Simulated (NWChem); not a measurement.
ZnHSeF; SMILES [F][Zn][SeH]

```xyz
4

Zn    -0.0109     0.8633     0.0000
F     -0.0110     2.6084     0.0000
Se    -0.0299    -1.4098     0.0000
H      1.4427    -1.4411     0.0000
```
Atoms are numbered in this order, from 1.

Results from NWChem. The geometry was optimised at PBE0/def2-SVP. Vertical excitations in the gas phase; the lowest state need not have the same character in each row.

Among these, which level gives the highest value of “lowest excitation, singlet (eV)”?
(A) Hartree-Fock/def2-SVP, CIS
(B) B3LYP/def2-SVP, TDA
(C) PBE/def2-SVP, TDA

A, Hartree-Fock/def2-SVP, CIS. Values: PBE/def2-SVP, TDA 4.12; B3LYP/def2-SVP, TDA 4.35; Hartree-Fock/def2-SVP, CIS 5.74
